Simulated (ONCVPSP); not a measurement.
## Te (Z = 52), ONCV: configuration errors across variants

Te (Z = 52), optimised norm-conserving Vanderbilt (ONCV), made with ONCVPSP 4.0.1 (PBE, scalar-relativistic). Core [Ar] 3d10, reference 4s2 4p6 4d10 5s2 5p2 (charge +2). Waves: 4s+5s: rc 1.10 bohr, ncon 4, nbas 8, qcut 8.4 1/bohr, 2 projectors; 4p+5p: rc 1.45 bohr, ncon 4, nbas 7, qcut 12 1/bohr, 2 projectors; 4d: rc 1.15 bohr, ncon 4, nbas 8, qcut 16 1/bohr, 2 projectors, debl 1.8 Ha. Local part: polynomial inside 0.80 bohr (lpopt 1, dvloc0 -1 Ha). Core correction: Teter function, fcfact 4.5, rcfact 1.65.

In the d channel the program set the typed energies aside and used -2.241, 0.250 Ha.

All-electron excitation energies from the reference (eV): (1) 4s2 4p6 4d10 5s2 5p4 -27.654; (2) 4s2 4p6 4d10 5s2 5p3 -17.925; (3) 4s2 4p6 4d10 5s2 5p1 26.898; (4) 4s2 4p6 4d10 5s1 5p5 -18.399.

2 further variants failed, have other tests or too few solved ones, and are left out.

Errors AE − PS in meV (a dash: test not solved or not reliable):

| change | (1) | (2) | (3) | (4) | bound ghosts | GHOST(+) flags above zero |
| --- | --- | --- | --- | --- | --- | --- |
| base | +6.4 | +4.2 | -6.9 | +6.1 | none | s |
| all radii but the core radius scaled by about 0.78 (s 0.86, p 1.12, d 0.90 bohr); local potential polynomial inside 0.62 bohr (lpopt 1, dvloc0 -1 Ha) | +5.8 | +3.9 | -6.3 | +5.4 | none | s |
| all radii but the core radius scaled by about 0.83 (s 0.92, p 1.20, d 0.96 bohr); local potential polynomial inside 0.66 bohr (lpopt 1, dvloc0 -1 Ha) | +5.9 | +3.9 | -6.4 | +5.6 | none | s |
| all radii but the core radius scaled by about 0.91 (s 1.00, p 1.32, d 1.04 bohr); local potential polynomial inside 0.72 bohr (lpopt 1, dvloc0 -1 Ha) | +6.1 | +4.1 | -6.7 | +6.0 | none | s |
| all radii but the core radius scaled by about 0.96 (s 1.06, p 1.40, d 1.10 bohr); local potential polynomial inside 0.76 bohr (lpopt 1, dvloc0 -1 Ha) | +6.3 | +4.2 | -6.9 | +6.1 | none | s |
| all radii but the core radius scaled by about 1.08 (s 1.18, p 1.56, d 1.24 bohr); local potential polynomial inside 0.86 bohr (lpopt 1, dvloc0 -1 Ha) | +6.6 | +4.3 | -7.1 | +6.1 | none | s |
| all radii but the core radius scaled by about 1.15 (s 1.26, p 1.66, d 1.32 bohr); local potential polynomial inside 0.92 bohr (lpopt 1, dvloc0 -1 Ha) | +6.7 | +4.5 | -7.2 | +5.8 | none | none |
| all radii but the core radius scaled by about 1.18 (s 1.30, p 1.72, d 1.36 bohr); local potential polynomial inside 0.94 bohr (lpopt 1, dvloc0 -1 Ha) | +6.7 | +4.5 | -7.3 | +5.7 | none | none |

(1) Give the same row for: all radii but the core radius scaled by about 1.03 (s 1.14, p 1.50, d 1.18 bohr); local potential polynomial inside 0.82 bohr (lpopt 1, dvloc0 -1 Ha).

## Answers

(1) +6.5, +4.3, -7.0, +6.1; bound ghosts: none; GHOST(+) flags above zero: s.
